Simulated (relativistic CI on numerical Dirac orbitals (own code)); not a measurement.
# L2,3 absorption of copper in several valence states

Computed multiplet spectra 2p⁶3dⁿ → 2p⁵3dⁿ⁺¹ (Dirac-Coulomb-Breit ions, Slater integrals scaled by 0.8, an assumed crystal field that grows with the charge, no charge transfer; 300 K; Lorentzian 0.4 eV and Gaussian 0.3 eV FWHM at both edges, so that L2 comes out sharper than in experiment). Peaks over 5 % are given in eV from the highest peak in the L3 region of each spectrum (height, largest 100). S of the lowest state is read from ⟨S²⟩, and the branching ratio is the share of L3, cut at the minimum between the edges.

Field parameters in Wybourne normalisation: Td as Oh with Dq negative (B⁴₀ = 21Dq, B⁴₄ = √(5/14) B⁴₀). The field is a parameter set, without covalency.

- Cu2+ (d9, Td, 10Dq = -7850 cm⁻¹): S = 0.50, branching ratio 1.00; peaks 0.0 (100)
- Cu3+ (d8, Td, 10Dq = -10150 cm⁻¹): S = 1.00, branching ratio 0.91; peaks 0.0 (100), 0.5 (58), 2.8 (15), 22.0 (12)

Problem. What spin state follows for Cu4+ in Td, 10Dq = -12400 cm⁻¹, and does its branching ratio lie nearer 2/3 or nearer 0.8?

Solution. Cu4+ (d7, Td, 10Dq = -12400 cm⁻¹): S = 1.50, high spin, branching ratio 0.75; peaks 0.0 (100), 0.5 (78), 1.5 (47), 1.9 (47), 3.0 (20), 3.7 (18), 5.0 (8), 5.8 (8), 20.1 (14), 20.7 (26), 21.6 (42), 23.8 (5), 24.6 (7). High-spin states, above all those with an unquenched orbital moment, raise the ratio above the statistical 2/3; low spin and nearly empty shells keep it near or below 2/3.

The centroid of the whole edge, which also moves with the branching ratio, lies at 931.7 (Cu2+), 936.5 (Cu3+), 943.7 (Cu4+) eV in this ionic model, in steps of 4.8 to 7.2 eV. Compounds show about 1 to 2 eV a unit and lower energies for the high valences, since ligands screen the charge. The multiplet shape follows the d count and the spin state, and so serves as a fingerprint of valence. For d9 in this field spin-orbit coupling puts the hole into a state that the L2 transition cannot reach; a distortion restores L2.
